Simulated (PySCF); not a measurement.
**H₂MoO: from structure and modes to constants**

Computed with UPBE0/[Mo def2-TZVP with ECP28, O def2-TZVP, H def2-TZVP], scalar-relativistic core potentials, density fitting, no spin–orbit coupling, PySCF.

The triplet minimum has C2v symmetry. Masses (u): Mo 97.90541, O 15.99492, H 1.00782.

```xyz
4
charge 0 multiplicity 3, angstrom
Mo    0.0000    0.0000   -0.2135
O     0.0000    0.0000    1.4344
H    -1.5435    0.0000   -1.0104
H     1.5435    0.0000   -1.0104
```

Harmonic wavenumbers (cm⁻¹): 219.5 (b1, ×1), 545.9 (b2, ×1), 778.0 (a1, ×1), 1083.4 (a1, ×1), 1821.8 (b2, ×1), 1839.6 (a1, ×1).

Q: Find the principal moments of inertia and the rotational constants. What kind of rotor is it?

A: About the centre of mass I = 4.8023, 39.429, 44.231 u Å². With B = 16.8576/I this gives 3.51, 0.4275, 0.3811 cm⁻¹. The molecule is an asymmetric top with κ = -0.97.

Q: What is the harmonic zero-point energy?

A: Half the sum of all 6 wavenumbers, 6288/2 = 3144 cm⁻¹, which is 37.6 kJ/mol (1 cm⁻¹ = 0.0119627 kJ/mol).

Q: Find the vibrational entropy and heat capacity at 298.15 K.

A: With u = 1.43878 ω/T, each mode gives S = R[u/(eᵘ−1) − ln(1−e⁻ᵘ)] and C = R u² eᵘ/(eᵘ−1)².
```
ω (cm⁻¹)      u  S (J/(mol K))  C (J/(mol K))
   219.5  1.059           8.22           7.58
   545.9  2.634           2.31           4.81
   778.0  3.755           0.95           2.88
  1083.4  5.228           0.28           1.23
  1821.8  8.791           0.01           0.10
  1839.6  8.877           0.01           0.09
```
The sums over all modes are S = 11.8 and C = 16.7 J/(mol K); the softest mode gives 70 % of the entropy.

Q: Give the standard entropy (298.15 K, 1 bar) by its translational, rotational, vibrational and spin parts, and Cp.

A: Sackur–Tetrode with M = 115.92 u gives 168.1; rotation with symmetry number 2 gives 80.3; vibration 11.8; spin R ln 3 = 9.1. The total is 269.4 J/(mol K), and Cp = 4 R + 16.7 = 49.9 J/(mol K).

Only a few start shapes were tried, so a lower isomer may exist. Other spin states or occupations of the open shell can lie lower.
